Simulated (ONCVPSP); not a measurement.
## Which change was made? (Sr, ONCV)

ONCVPSP 4.0.1 input, shortened (lines: element, Z, core and valence counts, functional; n l f; lmax; l rc ep ncon nbas qcut; lloc lpopt rc5 dvloc0; l nproj debl; icmod fcfact rcfact), PBEsol, scalar-relativistic:

```
  Sr 38.00    6    4  -116133      upf
    1    0    2.00
    2    0    2.00
    2    1    6.00
    3    0    2.00
    3    1    6.00
    3    2   10.00
    4    0    2.00
    4    1    6.00
    5    0    1.75
    5    1    0.25
    2
    0    2.15    0.00    3    7    7.10
    1    2.05    0.00    3    7    6.00
    2    1.65    0.03    4    8    5.30
    4    5    1.55    0.00
    0    2    3.50
    1    2    2.80
    2    2    2.80
    3    5.50    1.60
```

In the d channel the program set the typed energies aside and used 0.050, 2.850 Ha.

Cutoffs, loose and tight: the cutoffs (Ha) at which the residual kinetic energy of the hardest occupied pseudo-wave falls to 1 and 0.1 mHa per electron. They do not see the model core or the augmentation charge, which bear on the density cutoff. Test errors are all-electron minus pseudo excitation energies from the reference, over the configurations 4s2 4p6 5s2 5p0; 4s2 4p6 5s1 5p0; 4s2 4p6 5s0 5p0; 4s2 4p6 4d0.5 5s1.5 5p0; variants that change the core or the reference have their own tests.

The base gives: outcome: generated, projector energies reset by the program; cutoff, loose: 14 Ha; cutoff, tight: 18 Ha; bound ghosts: none; GHOST(+) flags above zero: s; largest test error (meV): -2.2.

**Question.** After one change the result is: outcome: generated, projector energies reset by the program; cutoff, loose: 18 Ha; cutoff, tight: 21 Ha; bound ghosts: none; GHOST(+) flags above zero: s; largest test error (meV): -1.9. Which change was it?
A. s: qcut 9.9; p: qcut 8.4; d: qcut 7.4
B. s: qcut 6; p: qcut 5.1; d: qcut 4.5
C. s: qcut 4.5; p: qcut 3.8; d: qcut 3.4
D. s: qcut 8.9; p: qcut 7.5; d: qcut 6.7

**Answer.** D. The others give: s: qcut 9.9; p: qcut 8.4; d: qcut 7.4 → outcome: failed: oncvpsp: lschvkbb ERROR 2 0 100 | s: qcut 4.5; p: qcut 3.8; d: qcut 3.4 → outcome: generated, projector energies reset by the program; cutoff, loose: 7.3 Ha; cutoff, tight: 20 Ha; bound ghosts: none; GHOST(+) flags above zero: none; largest test error (meV): -4.4 | s: qcut 6; p: qcut 5.1; d: qcut 4.5 → outcome: generated, projector energies reset by the program; cutoff, loose: 11 Ha; cutoff, tight: 13 Ha; bound ghosts: none; GHOST(+) flags above zero: s; largest test error (meV): -2.9.
